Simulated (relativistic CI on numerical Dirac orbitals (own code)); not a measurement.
What each ingredient does to the levels of V²⁺

Base calculation: Dirac-Coulomb-Breit CI, KLI orbitals optimised for each configuration, QED by a radiative potential, valence Slater integrals scaled by 0.85, P86 correlation energy added to each configuration.

CI space (outside the closed core [Ne] 3s2): 3p6.3d3, 3p6.3d2.4s, 3p6.3d2.4p, 3p6.3d.4s2, 3p6.3d2.4d, 3p6.3d2.5s, 3p6.3d2.5p, 3p6.3d.4s.4p, 3p6.3d2.4f, 3p6.3d2.5d, 3p6.3d2.5f, 3p6.3d2.5g, 3p5.3d4, 3p6.3d.4p2, 3p6.3d.4s.4d. Levels of other configurations are missing.

Variants: (1) Slater integrals left unscaled; (2) no correlation estimate; (3) QED terms removed; (4) only the first 3 configurations. Shifts of the energy above 3p6.3d3 4F_3/2, in cm⁻¹, for the lowest level and the first level of each name with at least 55 % of one term (blank where a level changes its place among those of its configuration and J or its character, or is not in the variant):

| Level | Base | Δ(1) | Δ(2) | Δ(3) | Δ(4) | Measured |
| --- | --- | --- | --- | --- | --- | --- |
| 3p6.3d3 4F_3/2 | 0.0 | 0.0 | 0.0 | 0.0 | 0.0 | 0.0 |
| 3p6.3d3 4F_5/2 | 128.5 | +0.8 | -0.1 | -0.8 | +2.4 | 145.5 |
| 3p6.3d3 4F_7/2 | 303.0 | +2.5 | -0.2 | -1.8 | +5.7 | 341.5 |
| 3p6.3d3 4F_9/2 | 519.0 | +5.3 | -0.4 | -3.1 | +10.2 | 583.8 |
| 3p6.3d3 4P_1/2 | 12527.6 | +2142.4 | +3.4 | -1.0 | -102.5 | 11513.8 |
| 3p6.3d3 2G_7/2 | 12588.7 | +2155.5 | +2.7 | -1.2 | -112.6 | 11966.3 |
| 3p6.3d3 4P_3/2 | 12600.7 | +2146.0 | +3.4 | -1.2 | -102.2 | 11591.8 |
| 3p6.3d3 4P_5/2 | 12761.4 | +2145.9 | +3.4 | -2.2 | -101.6 | 11769.7 |
| 3p6.3d3 2G_9/2 | 12785.5 | +2159.4 | +2.7 | -2.2 | -112.4 | 12187.0 |
| 3p6.3d3 2P_1/2 | 16589.3 | +2810.9 | -8.3 | -1.5 | -87.5 | 15579.8 |
| 3p6.3d3 2P_3/2 | 16678.1 | +2822.5 | -8.3 | -1.5 | -78.4 | 15550.3 |
| 3p6.3d3 2H_9/2 | 16760.1 | +2895.3 | +5.4 | -1.4 | -153.1 | 16810.9 |
| 3p6.3d3 2H_11/2 | 16907.9 | +2900.9 | +5.5 | -2.2 | -154.4 | 16977.6 |
| 3p6.3d3 2D_3/2 | 17974.1 | +3048.8 | -9.2 | -2.1 | +65.3 | 16330.5 |
| 3p6.3d3 2D_5/2 | 18130.7 | +3064.1 | -8.8 | -2.5 | +66.4 | 16374.7 |
| 3p6.3d3 2F_7/2 | 28913.9 | +4985.2 | -15.9 | -1.8 | -78.0 | 27727.8 |
| 3p6.3d3 2F_5/2 | 29024.5 | +4984.3 | -17.3 | -2.2 | -77.8 | 27846.8 |
| 3p6.3d2.4s 4F_3/2 | 44839.0 | +916.9 | -4569.4 | -47.1 | +40.2 | 43942.5 |
| 3p6.3d2.4s 4F_5/2 | 44993.3 | +917.2 | -4569.4 | -48.0 | +42.6 | 44110.0 |
| 3p6.3d2.4s 4F_7/2 | 45210.3 | +917.2 | -4569.5 | -49.1 | +45.3 | 44345.8 |
| 3p6.3d2.4s 4F_9/2 | 45487.9 | +917.2 | -4569.6 | -50.6 | +48.3 | 44647.0 |
| 3p6.3d2.4s 2F_5/2 | 50333.1 | +1892.8 | -4569.5 | -46.4 | +940.6 | 49327.7 |

For a near-neutral ion this model can misplace configurations by up to about 10,000 cm⁻¹ (more where the count of f electrons changes) and terms by 10 to 25 % of their spread. Rates follow the energies as ν³ (E1, M1) or ν⁵ (E2), so they and the lifetimes can be off by large factors. The fine structure of a lone outer electron comes out too small, for d and f at times inverted, and misplaced configurations move strength between like terms. 62 of the 64 excited levels that our extract of the measured tables holds in this range could be paired (the sources list more); they are missed by 870 cm⁻¹ on average and 3002 at most, and levels without a partner can miss by more.

Measured levels: Sugar and Corliss, J. Phys. Chem. Ref. Data 7, 1191 (1978).

Ionisation energy from the two ground configurations alone: base 29.18 eV; Slater integrals left unscaled 29.33 eV; no correlation estimate 28.01 eV. The NIST ASD value (measured) is 29.3111 eV.
